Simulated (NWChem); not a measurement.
System: SnBrF, singlet; SMILES [F][Sn][Br]

NWChem printed, in part:

```
             Northwest Computational Chemistry Package (NWChem) 7.3.0
             --------------------------------------------------------

                             Geometry "geometry" -> ""
                             -------------------------

 Output coordinates in angstroms (scale by  1.889725989 to convert to a.u.)

  No.       Tag          Charge          X              Y              Z
 ---- ---------------- ---------- -------------- -------------- --------------
    1 Sn                  50.0000     0.31328100     0.89317400     0.00000000
    2 F                    9.0000    -1.54801600     1.48814000     0.00000000
    3 Br                  35.0000    -0.10731700    -1.60834400     0.00000000

 Effective nuclear repulsion energy (a.u.)     535.7460563926

                                 NWChem DFT Module
                                 -----------------

 Summary of "ao basis" -> "ao basis" (spherical)
 ------------------------------------------------------------------------------
       Tag                 Description            Shells   Functions and Types
 ---------------- ------------------------------  ------  ---------------------
 Sn                        def2-svpd                12       32   5s4p3d
 F                         def2-svpd                 9       23   4s3p2d
 Br                        def2-svpd                15       41   6s5p4d

            General Information
            -------------------
          SCF calculation type: DFT
          Wavefunction type:  closed shell.
          No. of atoms     :     3
          No. of electrons :    66
           Alpha electrons :    33
            Beta electrons :    33
          Charge           :     0
          Spin multiplicity:     1
          Use of symmetry is: off; symmetry adaption is: off
          Maximum number of iterations: 150
          AO basis - number of functions:    96
                     number of shells:    36
          Convergence on energy requested:  1.00D-06
          Convergence on density requested:  1.00D-05
          Convergence on gradient requested:  5.00D-04

              XC Information
              --------------
                     Hartree-Fock (Exact) Exchange  1.000
                   CAM-Becke88 Exchange Functional  1.000
                      VWN V Correlation Functional  0.190 local
              Lee-Yang-Parr Correlation Functional  0.810

           Range-Separation Parameters
           ---------------------------
           Alpha           :  0.19
           Beta            :  0.46
           Gamma           :  0.33
           Short-Range HF  :     F

             Grid Information
             ----------------
          Grid used for XC integration:  medium
          Radial quadrature: Mura-Knowles
          Angular quadrature: Lebedev.
          Tag              B.-S. Rad. Rad. Pts. Rad. Cut. Ang. Pts.
          ---              ---------- --------- --------- ---------
          Sn                  1.45      123          12.0       590
          F                   0.50       49          12.0       434
          Br                  1.15      112          12.0       590
          Grid pruning is: on
          Number of quadrature shells:   284
          Spatial weights used:  Erf1

      Superposition of Atomic Density Guess
      -------------------------------------

 Sum of atomic energies:       -2920.47823387

      Non-variational initial energy
      ------------------------------

 Total energy =   -2884.697385
 1-e energy   =   -4621.817530
 2-e energy   =    1474.059389
 HOMO         =      -0.309502
 LUMO         =      -0.050970

   convergence    iter        energy       DeltaE   RMS-Dens  Diis-err
 ---------------- ----- ----------------- --------- --------- ---------
 d= 0,ls=0.0,diis     1  -2888.0000652658 -3.15D+03  1.78D-02  8.14D-01
 d= 0,ls=0.0,diis     2  -2887.8783208411  1.22D-01  7.47D-03  2.57D+00
 d= 0,ls=0.0,diis     3  -2888.1026479195 -2.24D-01  1.68D-03  2.34D-02
 d= 0,ls=0.0,diis     4  -2888.1043992093 -1.75D-03  6.77D-04  7.15D-03
 d= 0,ls=0.0,diis     5  -2888.1050557205 -6.57D-04  8.81D-05  4.14D-05
  Resetting Diis
 d= 0,ls=0.0,diis     6  -2888.1050611133 -5.39D-06  2.72D-05  4.64D-06
 d= 0,ls=0.0,diis     7  -2888.1050620837 -9.70D-07  1.19D-05  2.60D-07
 d= 0,ls=0.0,diis     8  -2888.1050621696 -8.59D-08  3.93D-06  1.11D-07

         Total DFT energy =    -2888.105062169554
      One electron energy =    -4623.045512198454
           Coulomb energy =     1591.833673827035
    Exchange-Corr. energy =     -119.953979659437
 Nuclear repulsion energy =      263.060755861301

 Numeric. integr. density =       65.999998052343

                       DFT Final Molecular Orbital Analysis
                       ------------------------------------

 Vector   31  Occ=2.000000D+00  E=-3.637469D-01
              MO Center= -8.9D-02, -1.4D+00,  7.6D-09, r^2= 1.9D+00
   Bfn.  Coefficient  Atom+Function         Bfn.  Coefficient  Atom+Function
  ----- ------------  ---------------      ----- ------------  ---------------
    73      0.552007  3 Br pz                70      0.516475  3 Br pz
    67     -0.341536  3 Br pz                14      0.110832  1 Sn pz
    64      0.110987  3 Br pz                39      0.076700  2 F  pz
    76      0.068173  3 Br pz                17      0.055365  1 Sn pz
    42     -0.052886  2 F  pz                19      0.051128  1 Sn d -1

 Vector   32  Occ=2.000000D+00  E=-3.606651D-01
              MO Center= -1.4D-02, -1.2D+00, -8.3D-09, r^2= 2.6D+00
   Bfn.  Coefficient  Atom+Function         Bfn.  Coefficient  Atom+Function
  ----- ------------  ---------------      ----- ------------  ---------------
    71      0.436684  3 Br px                68      0.413407  3 Br px
    72     -0.298650  3 Br py                69     -0.285495  3 Br py
    65     -0.272297  3 Br px                66      0.188147  3 Br py
     3      0.171871  1 Sn s                 12      0.130988  1 Sn px
    38      0.129867  2 F  py                13      0.108060  1 Sn py

 Vector   33  Occ=2.000000D+00  E=-3.448568D-01
              MO Center=  1.0D-01, -2.5D-01, -1.0D-08, r^2= 4.3D+00
   Bfn.  Coefficient  Atom+Function         Bfn.  Coefficient  Atom+Function
  ----- ------------  ---------------      ----- ------------  ---------------
     3      0.440587  1 Sn s                 71     -0.343415  3 Br px
    68     -0.317173  3 Br px                 4      0.295897  1 Sn s
    72     -0.289440  3 Br py                69     -0.269272  3 Br py
    65      0.208903  3 Br px                37      0.202439  2 F  px
    13      0.199301  1 Sn py                66      0.177600  3 Br py

 Vector   34  Occ=0.000000D+00  E=-8.263157D-02
              MO Center=  3.9D-01,  8.1D-01, -4.2D-08, r^2= 3.8D+00
   Bfn.  Coefficient  Atom+Function         Bfn.  Coefficient  Atom+Function
  ----- ------------  ---------------      ----- ------------  ---------------
    17      0.612656  1 Sn pz                14      0.544057  1 Sn pz
    73     -0.205027  3 Br pz                11     -0.172086  1 Sn pz
     8     -0.160191  1 Sn pz                39      0.152190  2 F  pz
    70     -0.150774  3 Br pz                42     -0.117632  2 F  pz
    67      0.098231  3 Br pz                45     -0.091546  2 F  pz

 Vector   35  Occ=0.000000D+00  E=-8.771859D-03
              MO Center=  4.7D-01,  1.0D+00,  2.8D-08, r^2= 6.4D+00
   Bfn.  Coefficient  Atom+Function         Bfn.  Coefficient  Atom+Function
  ----- ------------  ---------------      ----- ------------  ---------------
     5      0.722192  1 Sn s                 61     -0.615905  3 Br s
    13      0.456871  1 Sn py                16      0.450890  1 Sn py
    60      0.320808  3 Br s                  4     -0.298539  1 Sn s
    32     -0.268721  1 Sn d  2              72      0.248079  3 Br py
    69      0.189156  3 Br py                59      0.181532  3 Br s

 Vector   36  Occ=0.000000D+00  E= 2.202612D-03
              MO Center=  7.4D-01,  7.8D-01,  5.0D-09, r^2= 5.7D+00
   Bfn.  Coefficient  Atom+Function         Bfn.  Coefficient  Atom+Function
  ----- ------------  ---------------      ----- ------------  ---------------
     4      1.115337  1 Sn s                 15     -0.885655  1 Sn px
    36     -0.585229  2 F  s                  5     -0.522319  1 Sn s
    12     -0.418418  1 Sn px                43     -0.411117  2 F  px
     3      0.301988  1 Sn s                 28     -0.196367  1 Sn d -2
    61      0.187140  3 Br s                 72     -0.183916  3 Br py

     Multipole analysis of the density
     ---------------------------------

     L   x y z        total         alpha         beta         nuclear
     -   - - -        -----         -----         ----         -------
     0   0 0 0     -0.000000    -33.000000    -33.000000     66.000000

     1   1 0 0      1.255318     10.828454     10.828454    -20.401589
     1   0 1 0      0.716399     22.325274     22.325274    -43.934149
     1   0 0 1     -0.000000     -0.000000     -0.000000      0.000000

[...]

 DFT Linear Response polarizability / au
 Frequency  =       0.0000000 / au
              X              Y              Z
 -----------------------------------------------
 X      54.5388490      3.4386515      0.0000001
 Y       3.4386311     83.7320897     -0.0000006
 Z       0.0000001     -0.0000006     48.8339971
 -----------------------------------------------
 Eigenvalues =      54.1392815     84.1316571     48.8339971
 Isotropic   =      62.3683119
 Anisotropic =      32.9667517
 -----------------------------------------------

 Magnetic Dipole Response Matrix (nonzero elements):

 Exiting AOResponse driver routine
```

Level: CAM-B3LYP/def2-SVPD with def2 effective core potentials on Sn. Low-valent species are run as closed-shell singlets; no triplet was tried in these runs. Geometry: optimised at PBE0/def2-SVP. No frequency run checked for a minimum. def2 effective core potentials on Sn; no spin-orbit coupling.

Question: Reconstruct the input file.

Answer: Several could match; the one computed here: the input that was run:
```
start job
memory heap 200 mb stack 900 mb global 1100 mb
geometry units angstroms noautosym nocenter noautoz
  Sn     0.313281     0.893174     0.000000
  F     -1.548016     1.488140     0.000000
  Br    -0.107317    -1.608344     0.000000
end
basis spherical
  * library def2-svpd
end
ecp
  Sn library def2-ecp
end
dft
  xc xcamb88 1.00 lyp 0.81 vwn_5 0.19 hfexch 1.00
  cam 0.33 cam_alpha 0.19 cam_beta 0.46
  iterations 150
end
property
  response 1 0.0
end
task dft property
```
